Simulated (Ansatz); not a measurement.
`ClB(Cl)[SeH]` + `O/C=C\Cl` → `O/C=C(/Cl)[SeH]` + `ClBCl`  (formal exchange of groups at the Se–B bond)

Calculated with Ansatz (gas phase, PBE0-D4/def2-TZVP geometries, no zero-point term in ΔE). CCSD(T)/CBS is the MP2 limit (def2-TZVPP, def2-QZVPP) plus CCSD(T) − MP2 in def2-TZVPP, frozen cores. This one scheme is used for every species. Double bonds are as drawn, so ΔE can hold a change between cis and trans. For Se outer-core shells are correlated without core-valence functions, which leaves a few kJ/mol of doubt a bond. Scalar relativity is left out up to krypton. Each species was taken in one conformer, which may not be the lowest.

```tsv
species	CCSD(T)/CBS(def2) energy (Eh)
`ClB(Cl)[SeH]`	-3345.76079
`O/C=C\Cl`	-612.83223
`O/C=C(/Cl)[SeH]`	-3013.52262
`ClBCl`	-945.02167
```

**Question.** Work out ΔE.

**Answer.** ΔE = (-3013.52262) + (-945.02167) − (-3345.76079) − (-612.83223) = 0.04873 Eh = +127.9 kJ/mol.

Largest T1 diagnostic among the species: 0.012.

From BLYP to BHLYP (50 % exact exchange), in def2-TZVPP and without D4, ΔE moves by +4.5 kJ/mol. Leaving LDA and LC-ωPBE aside and taking each functional with its dispersion term where it has one, the values, not all of them listed here, spread over 12.2 kJ/mol, from BLYP-D4 to r2SCAN0-D4. LDA lies +5.2 kJ/mol from PBE without D4.
